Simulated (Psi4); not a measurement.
H$_{2}$Cl$_{2}$S$_{2}$Si (SMILES S[Si](S)(Cl)Cl), singlet, at a GFN2-xTB geometry; CCSD/cc-pVDZ run with Psi4.

Psi4 was given this input:
```
memory 2 GB

molecule {
0 1
S    -0.14531803    1.88721650   -0.97315369
Si   -0.04840659   -0.03890473    0.00742708
S     1.96715216   -0.42299524    0.69362738
Cl   -0.62426847   -1.39507744   -1.36170540
Cl   -1.21650610   -0.08436639    1.64413777
H     0.27753454    2.59740293    0.06417464
H     2.54397939   -0.32973179   -0.49708308
}

set {
  basis cc-pvdz
  freeze_core true
}

energy('ccsd')
print_variables()
```

Output, abridged:

```
   => Loading Basis Set <=

    Name: CC-PVDZ
    Role: ORBITAL
    Keyword: BASIS

         ---------------------------------------------------------
                                   SCF
               by Justin Turney, Rob Parrish, Andy Simmonett
                          and Daniel G. A. Smith
                              RHF Reference
         ---------------------------------------------------------

  ==> Geometry <==

    Molecular point group: c1
    Full point group: C1

    Geometry (in Angstrom), charge = 0, multiplicity = 1:

       Center              X                  Y                   Z               Mass
    ------------   -----------------  -----------------  -----------------  -----------------
         S           -0.117048581909     1.909936860738    -0.977491107341    31.972071174400
         SI          -0.020137141909    -0.016184369262     0.003089662659    27.976926534650
         S            1.995421608091    -0.400274879262     0.689289962659    31.972071174400
         CL          -0.595999021909    -1.372357079262    -1.366042817341    34.968852682000
         CL          -1.188236651909    -0.061646029262     1.639800352659    34.968852682000
         H            0.305803988091     2.620123290738     0.059837222659     1.007825032230
         H            2.572248838091    -0.307011429262    -0.501420497341     1.007825032230

  Running in c1 symmetry.

  Rotational constants: A =      0.04377  B =      0.04191  C =      0.04160 [cm^-1]
  Rotational constants: A =   1312.05827  B =   1256.29589  C =   1247.06972 [MHz]
  Nuclear repulsion =  521.265815510505263

  Charge       = 0
  Multiplicity = 1
  Electrons    = 82
  Nalpha       = 41
  Nbeta        = 41

  ==> Algorithm <==

  SCF Algorithm Type is PK.
  DIIS enabled.
  MOM disabled.
  Fractional occupation disabled.
  Guess Type is SAD.
  Energy threshold   = 1.00e-08
  Density threshold  = 1.00e-08
  Integral threshold = 1.00e-12

  ==> Primary Basis <==

  Basis Set: CC-PVDZ
    Blend: CC-PVDZ
    Number of shells: 46
    Number of basis functions: 100
    Number of Cartesian functions: 105
    Spherical Harmonics?: true
    Max angular momentum: 2

  ==> Integral Setup <==

  Using in-core PK algorithm.
   Calculation information:
      Number of atoms:                   7
      Number of AO shells:              46
      Number of primitives:            260
      Number of atomic orbitals:       105
      Number of basis functions:       100

      Integral cutoff                 1.00e-12
      Number of threads:                 1

  Performing in-core PK
  Using 25507550 doubles for integral storage.
  We computed 540915 shell quartets total.
  Whereas there are 584821 unique shell quartets.

  ==> DiskJK: Disk-Based J/K Matrices <==

    J tasked:                  Yes
    K tasked:                  Yes
    wK tasked:                  No
    Schwarz Cutoff:          1E-12

  Minimum eigenvalue in the overlap matrix is 8.4568581544E-03.
  Reciprocal condition number of the overlap matrix is 2.2096885633E-03.
    Using symmetric orthogonalization.

  ==> Pre-Iterations <==

  SCF Guess: Superposition of Atomic Densities via on-the-fly atomic UHF (no occupation information).

   -------------------------
    Irrep   Nso     Nmo
   -------------------------
     A        100     100
   -------------------------
    Total     100     100
   -------------------------

  ==> Iterations <==

                        Total Energy        Delta E     RMS |[F,P]|

   @RHF iter SAD: -2004.24206867249382   -2.00424e+03   0.00000e+00
   @RHF iter   1: -2004.25921175949497   -1.71431e-02   3.05018e-03 ADIIS/DIIS
   @RHF iter   2: -2004.31968522167790   -6.04735e-02   1.36471e-03 ADIIS/DIIS
   @RHF iter   3: -2004.33148488638381   -1.17997e-02   3.53895e-04 ADIIS/DIIS
   @RHF iter   4: -2004.33281170076361   -1.32681e-03   1.08662e-04 ADIIS/DIIS
   @RHF iter   5: -2004.33296941412550   -1.57713e-04   2.02553e-05 DIIS
[...]
  @RHF Final Energy: -2004.33297638553404
    Total Energy =                      -2004.3329763855340389
[...]
    Print Level     =     1
    Num. of threads =     1
    # Amps to Print =     10
    Print MP2 Amps? =     No
    Analyze T2 Amps =     No
    Print Pair Ener =     No
    Local CC        =     No
    SCS-MP2         =     False
    SCSN-MP2        =     False
    SCS-CCSD        =     False

MP2 correlation energy -0.6232179743297169
                Solving CC Amplitude Equations
                ------------------------------
  Iter             Energy              RMS        T1Diag      D1Diag    New D1Diag    D2Diag
  ----     ---------------------    ---------   ----------  ----------  ----------   --------
     0        -0.623217974329717    0.000e+00    0.000000    0.000000    0.000000    0.130698
     1        -0.662179109854118    7.460e-02    0.007262    0.018647    0.018647    0.141418
     2        -0.676583554389328    2.294e-02    0.008188    0.020320    0.020320    0.147970
     3        -0.678593782679079    8.102e-03    0.009253    0.023618    0.023618    0.149522
     4        -0.678589870615898    1.797e-03    0.009476    0.024364    0.024364    0.149906
     5        -0.678584256696819    5.602e-04    0.009548    0.024631    0.024631    0.149973
     6        -0.678575956717830    1.874e-04    0.009570    0.024722    0.024722    0.149977
     7        -0.678574726396937    6.424e-05    0.009575    0.024745    0.024745    0.149975
     8        -0.678575751313602    1.904e-05    0.009576    0.024751    0.024751    0.149974
     9        -0.678575675654907    5.875e-06    0.009576    0.024752    0.024752    0.149974
    10        -0.678575542073964    2.122e-06    0.009576    0.024752    0.024752    0.149974
    11        -0.678575586179842    7.994e-07    0.009576    0.024752    0.024752    0.149974
    12        -0.678575595376282    2.742e-07    0.009576    0.024752    0.024752    0.149974
    13        -0.678575609217295    1.001e-07    0.009576    0.024752    0.024752    0.149974
    14        -0.678575609591640    3.289e-08    0.009576    0.024752    0.024752    0.149974

    Iterations converged.

    Largest TIA Amplitudes:
              8   4         0.0157411685
              9   3         0.0155982858
              5   2         0.0127375634
              7   3         0.0111570153
             14   4         0.0108419367
              8   0         0.0102578383
              4   0        -0.0094905827
              6   4         0.0090751342
             15   3         0.0090647583
             13   5        -0.0088739635

    Largest TIjAb Amplitudes:
     13  13   0   0        -0.0285411143
      4   4   0   0        -0.0194056617
     11  11   0   0        -0.0178829625
     14  14  19  19        -0.0165498693
     12  12  36  36        -0.0164171728
      5   5   2   2        -0.0162125299
     15  15  24  24        -0.0158713475
     10  10  36  36        -0.0151895332
     12  12   4   4        -0.0146359012
     14  14   3   3        -0.0145568743

    SCF energy       (wfn)                    = -2004.332976385534039
    Reference energy (file100)                = -2004.332976385521079

    Opposite-spin MP2 correlation energy      =   -0.458034570797405
    Same-spin MP2 correlation energy          =   -0.165183403532312
    Singles MP2 correlation energy            =   -0.000000000000000
    MP2 correlation energy                    =   -0.623217974329717
      * MP2 total energy                      = -2004.956194359850770

    Opposite-spin CCSD correlation energy     =   -0.521678223191397
    Same-spin CCSD correlation energy         =   -0.156897386400243
    Singles CCSD correlation energy           =    0.000000000000000
    CCSD correlation energy                   =   -0.678575609591640
      * CCSD total energy                     = -2005.011551995112768

  Variable Map:
  ----------------------------------------------------------------------------
[...]
  Array Variable Map:
  ----------------------------------------------------------------------------
[...]
[...]
```
